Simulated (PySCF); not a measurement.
## Correlation energy of C²⁺ (carbon, charge +2)

[He] 2s2, closed-shell 1S. All numbers are calculated (PySCF 2.14, no relativity, point nucleus, in cc-pVDZ (3s2p1d, 14 functions)). Frozen: 1s2; 2 electrons correlated.

Total MP2 correlation energy: -39.43 mhartree.

Same-spin part 0.00 and opposite-spin part -39.43 mhartree; SCS-MP2 scales them by 1/3 and 6/5 to -47.32 mhartree.

With two correlated electrons CCSD is exact within the correlated space (frozen core and kept virtual orbitals).

```tsv
level	correlation energy (mhartree)
CCSD	-71.98
```

Diagnostics: T1 = 0.0087, D1 = 0.0123, largest double amplitude 0.157.

A double-excitation amplitude exceeds 0.15, a sign of near-degeneracy.

Cost of the coupled-cluster step: 0.03 s of wall time on 1 thread of Intel(R) Xeon(R) Platinum 8559C (shared host), for 2 correlated electrons.
